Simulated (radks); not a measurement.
The numbers below are computed, except where a source is named.
Ionisation of Zr, [Kr] 4d2 5s2, to Zr+, [Kr] 4d2 5s1, under several functionals. Dirac Kohn-Sham, spin-unpolarised, spherical densities, finite nucleus; open shells are shared between the two j in proportion to 2j + 1; a radial shooting solver on a logarithmic mesh with Libxc functionals.

functional,E(Zr) (hartree),Exc (hartree),IE (eV),-e(HOMO) (eV),<r> HOMO (bohr),IE error (eV)
"LDA (Slater exchange, Perdew-Wang correlation)",-3594.98011,-110.08716,7.345,3.684,2.308,+0.711
revPBE,-3599.10464,-114.27306,7.066,3.515,2.309,+0.432
AM05,-3595.16373,-110.27547,7.099,3.525,2.304,+0.465
RPBE,-3599.17964,-114.34902,7.047,3.518,2.308,+0.413
B86b exchange with PBE correlation,-3599.44175,-114.61453,7.165,3.563,2.310,+0.531
exchange-only PBE,-3596.95128,-112.07478,6.508,2.756,2.363,-0.126
XLYP,-3599.83691,-115.01027,7.077,3.396,2.318,+0.443
BLYP,-3599.42577,-114.59319,7.060,3.375,2.318,+0.426

NIST Atomic Spectra Database: 6.634 eV (measured). Closest: exchange-only PBE. The Delta-SCF values span 0.84 eV, the total energies 4.86 hartree. The highest occupied level is 4d5/2. Spin polarisation and multiplet splitting are left out, so open shells lie too high by an amount that depends on their filling. Sharing an open shell by 2j + 1 raises it above the true ground level by a part of the spin-orbit splitting, which enters the differences from NIST.

Beside tabulated values, note that spin-unpolarised runs miss the spin-polarisation part of the exchange energy of open shells.
